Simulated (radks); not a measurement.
Neutral lithium inside a hard spherical wall (all orbitals vanish at R), configuration held at [He] 2s1 and not refilled when levels cross. Method: non-relativistic Kohn-Sham, PBEsol, spin-polarised, spherical densities, point nucleus; open shells are filled with parallel spins first; computed with a radial shooting solver on a logarithmic mesh with Libxc functionals. Eigenvalues in eV for spin up, with the zero of energy where the potential of the charges vanishes at infinity; a dash marks a level that is unbound or too diffuse for the functional's potential to be trusted. A positive occupied level is held by the wall or, in an anion where self-interaction has pushed it up, behind a barrier. The pressure on the wall is -dE/dV.

R (bohr)  E (hartree)  kinetic (hartree)    e(1s)   e(2s)  e(2p, empty)  e(3s, empty)  pressure (GPa)
free         -7.39755              7.341  -51.227  -3.161        -1.295             -               0
12           -7.39734              7.343  -51.190  -3.140        -1.236         1.118         0.00318
10           -7.39628              7.351  -51.072  -3.067        -1.095         2.362          0.0258
8            -7.39057              7.380  -50.665  -2.772        -0.631         5.248           0.214
6            -7.36038              7.490  -49.476  -1.569         0.897        12.967            2.04
5            -7.30998              7.634  -48.267   0.179         2.788        21.875            7.19
4            -7.17956              7.952  -46.245   4.366         6.701        39.964            30.5
3            -6.78559              8.789  -42.557  16.316        16.070        83.090             180
2.5          -6.28381              9.771  -39.280  30.985        26.156        129.49             533
2            -5.17043             11.829  -33.356  62.193        45.716        219.21            1970
1.5          -2.21895             16.870  -19.342  139.29        90.439        422.92           10200
